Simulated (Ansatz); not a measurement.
```yaml
crystal:
  periodic: [false, false, false]
  atoms:
    - {symbol: Ge, position_ang: [-0.436702, 2.360363, -0.784281]}
    - {symbol: C, position_ang: [0.275628, -1.065533, -0.018003]}
    - {symbol: C, position_ang: [0.720154, -3.356918, 0.668661]}
    - {symbol: O, position_ang: [0.210460, -2.437290, 2.952064]}
    - {symbol: H, position_ang: [-0.128587, 2.607702, -3.655057]}
    - {symbol: H, position_ang: [-3.150343, 2.972182, 0.028822]}
    - {symbol: H, position_ang: [1.447501, 4.060272, 0.615406]}
    - {symbol: H, position_ang: [1.236314, -5.248490, 0.087131]}
basis:
  gaussian: {orbitals: def2-SVP}
hamiltonian: {xc: {name: r2SCAN}, dispersion: d4}
accuracy: high
```

```sh
$ ansatz run in.yaml --threads 2 --pin off --events-out ev --progress --plain --max-ram 4352MiB
```

It prints (some lines left out):

```
Functional definition: r2SCAN
1791 factors; integrals over basis functions are off by at most 4.6e-8 eV
mean field evaluation 1: about -60613.9175 eV, gradient 9.9e1 eV
mean field evaluation 2: about -60033.8126 eV, gradient 2.3e2 eV
mean field evaluation 4: about -60407.2853 eV, gradient 1.8e2 eV
mean field evaluation 8: about -60653.7321 eV, gradient 3.3e1 eV
mean field evaluation 16: about -60658.8229 eV, gradient 2.7e-1 eV
mean field evaluation 96: about -60656.4062 eV, gradient 8.1e0 eV
mean field -60658.83048775 eV, -2229.1709043929 hartree, gradient 2.8e-8 eV, S^2 0.000000; 8 other end points of the search recorded, 0 dependent functions left out
reference -60658.83048882 eV, -2229.1709044322 hartree; 28, 28 occupied and 66, 66 virtual orbitals, 1791 factors
Total energy: -60658.86570306 eV, -2229.1721985316 hartree
```

Q: Something in this input is off. What?

A: The coordinates are in bohr but typed as ångström. Self-consistency was reached. The result belongs to that input, not to the molecule as meant.
